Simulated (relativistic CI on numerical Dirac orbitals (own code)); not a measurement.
## Hyperfine structure of La²⁷⁺, mass number 139

Calculated at this level of theory: Dirac-Coulomb-Breit CI, orbitals from a KLI potential per configuration, model QED (radiative potential, 1s self-energy scaled to tabulated hydrogen-like ionisation energies), unscaled Slater integrals (own radial code, finite nucleus).

CI space (outside the closed core [Ar] 3d10): 4s2, 4s 4p, 4p2, 4s 4d, 4d2, 4s 4f, 4p 4d, 4f2, 4p 4f, 4d 4f, 4s 5s, 4s 5p, 4s 5d, 4s 5f, 4s 5g, 4s 6s. Levels of other configurations are missing.

Nuclear spin I = 7/2, μ = 2.7791 μN, Q = 0.206 b (tables of Stone and Pyykkö). The electronic factors are computed for point nuclear moments, without core polarisation or the Bohr-Weisskopf and QED corrections.

```csv
Level,E (cm⁻¹),A (GHz),B (GHz)
4s 4p 3P°_1,443367,214.7,-2.8
4s 4p 3P°_2,609032,102.3,8.09
4s 4p 1P°_1,715718,-50.62,6.71
4p2 3P_1,1126116,-7.294,4.05
4p2 1D_2,1131562,37.9,7.24
4p2 3P_2,1314718,16.75,-0.969
4s 4d 3D_1,1421645,-80.79,0.643
4s 4d 3D_2,1434461,54.09,1.06
```

Levels with J = 0, under 50 % of one LS term, or S terms without an open s electron are left out. Small factors come from cancelling terms and can be off by tens of per cent or more.

At this charge energies of transitions that change n are usually good to better than 1 %, and those within a shell (Δn = 0) to a few per cent.

**Question.** Give the hyperfine levels of 4s 4p 3P°_1 relative to its centre of gravity.

**Answer.** With K = F(F + 1) − I(I + 1) − J(J + 1), E = AK/2 + B[¾K(K + 1) − I(I + 1)J(J + 1)]/[2I(2I − 1)J(2J − 1)]: F = 5/2: -967.6, F = 7/2: -212.7, F = 9/2: 750.7 GHz.

LS names give the leading component of a level, which can be under half, so a name can repeat, a term be missing and a line seem to break the LS rules.
